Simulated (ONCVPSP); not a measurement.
Before and after: ONCV potential for terbium (Tb)

Tb, optimised norm-conserving Vanderbilt (ONCV), made with ONCVPSP 4.0.1 (PBEsol, scalar-relativistic). Core [Kr] 4d10 4f8, reference 5s2 5p6 5d1 (charge +2). Waves: 5s: rc 2.00 bohr, ncon 4, nbas 8, qcut 7.5 1/bohr, 1 projector; 5p: rc 1.80 bohr, ncon 3, nbas 6, qcut 7.4 1/bohr, 3 projectors, debl 0.8 Ha; 5d: rc 2.80 bohr, ncon 4, nbas 8, qcut 5.2 1/bohr, 2 projectors, debl 1.1 Ha. Local part: polynomial inside 1.35 bohr (lpopt 1, dvloc0 6 Ha). Core correction: Teter function, fcfact 1.75, rcfact 1.15.

In the p channel the program set the typed energies aside and used -1.535, 0.250, 1.050 Ha.

Change: d: rc 4.06. In the p channel the program set the typed energies aside and used -1.535, 0.250, 1.050 Ha. In the d channel the program set the typed energies aside and used -0.556, 0.050 Ha.

Cutoffs: the cutoffs (Ha) at which the residual kinetic energy of the hardest occupied pseudo-wave falls to 1 and 0.1 mHa per electron; they do not see the model core or the augmentation charge, which bear on the density cutoff. Errors are all-electron minus pseudo energies relative to the spin-unpolarised reference configuration.

What does the change do?

The potential gets neither clearly harder nor softer (18 Ha and 22 Ha → 18 Ha and 22 Ha); the p channel sets the loose cutoff, while the largest relative change is in d, which becomes softer; of the 4 tests that both files solve, the error grows in 1 and shrinks in 0 by more than 15 % and 0.3 meV (median size 229.0 → 219.9 meV); neither file shows a bound ghost.

| quantity | base | changed |
| --- | --- | --- |
| cutoff, loose | 18 Ha | 18 Ha |
| cutoff, tight | 22 Ha | 22 Ha |
| loose cutoff by channel | s 17 Ha, p 18 Ha, d 8.6 Ha | s 17 Ha, p 18 Ha, d 6.4 Ha |
| bound ghosts | none | none |
| GHOST(+) flags under 300 eV | none | none |
| error for 5s2 5p6 5d1 6s2, meV [ΔE -18.98 eV] | +373 | +356 |
| error for 5s2 5p6 5d1 6s1, meV [ΔE -12.21 eV] | +238 | +231 |
| error for 5s2 5p6 5d0, meV [ΔE 19.84 eV] | -25 | +71 |
| error for 5s2 5p6 5d1 6s1 6p1, meV [ΔE -16.01 eV] | +220 | +209 |
| s: phases at 2.03 bohr within 0.05 rad from the reference energy up to (Ha; the scan ends near 5) | -0.6 | -0.6 |
| p: phases at 1.83 bohr within 0.05 rad from the reference energy up to (Ha; the scan ends near 5) | to the end of the scan | to the end of the scan |
| rms error of d²Exc/dni dnj with the model core, mHa | 5.01 | 5.08 |
